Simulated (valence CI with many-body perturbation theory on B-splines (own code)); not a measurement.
The numbers below are computed, except where a source is named.
**Re XXXV in three bases**

Method: configuration interaction combined with many-body perturbation theory (CI+MBPT): five valence electrons over a frozen Dirac-Fock core [Kr], a basis of 7 s, 7 p, 8 d, 6 f, 4 g, 1 h functions for each j, with the one-electron correlation potential Σ1 (screened to all orders), the two-electron term Σ2, the three-electron term Σ3, Breit, model QED; selected single and double excitations, second order for the rest (own B-spline code, finite nucleus).

No measured spectrum was set against this ion. As an estimate, large intervals hold to a few tenths of a per cent, small ones and those within an open d or f shell to about a per cent. Among the levels kept, up to 380 cm⁻¹ of a level comes from second order outside the variational space, and about a tenth of that is noise between levels of different J, which matters for small intervals. Only levels of the ground parity were solved; by the run's estimate the other parity begins above the list, which can be wrong where configurations are misplaced.

The reference run has the lowest level (4d3/2^4 4d5/2) J=5/2 and an ionisation energy of 1455.65 eV. Its largest variational space holds 19997 state functions.

Levels are named by their leading jj configuration (3d3/2^4 stands for four electrons in 3d with j = 3/2), which in mixed levels can hold well under half, so a name can repeat and another be missing. Letters in brackets count levels of one name in rising energy.

Changed runs:
A. basis 6 s, 6 p, 5 d, 5 f, 1 g
B. basis 5 s, 5 p, 4 d, 4 f

Excitation energies of the reference run in cm⁻¹, and shifts in cm⁻¹:

```
                      Level  Reference      A      B
(4d3/2^3 4d5/2^2) J=5/2 [a]     112420   -230   -504
(4d3/2^3 4d5/2^2) J=7/2 [a]     150449    -67   +344
(4d3/2^3 4d5/2^2) J=3/2 [a]     154580    -38   +323
   (4d3/2^3 4d5/2^2) J=11/2     158347    +18   +342
    (4d3/2^3 4d5/2^2) J=9/2     170941    -30   +644
(4d3/2^3 4d5/2^2) J=5/2 [b]     179452    -25   +844
    (4d3/2^3 4d5/2^2) J=1/2     186880   +4.2   +811
(4d3/2^3 4d5/2^2) J=7/2 [b]     194876    +66  +1142
(4d3/2^3 4d5/2^2) J=3/2 [b]     240200   +167  +1353
(4d3/2^2 4d5/2^3) J=5/2 [a]     261924   -180   -184
(4d3/2^2 4d5/2^3) J=7/2 [a]     286091   -185   +230
   (4d3/2^2 4d5/2^3) J=11/2     291405    -91   +178
     Ionisation energy (eV)    1455.65  -0.08  -0.19
```
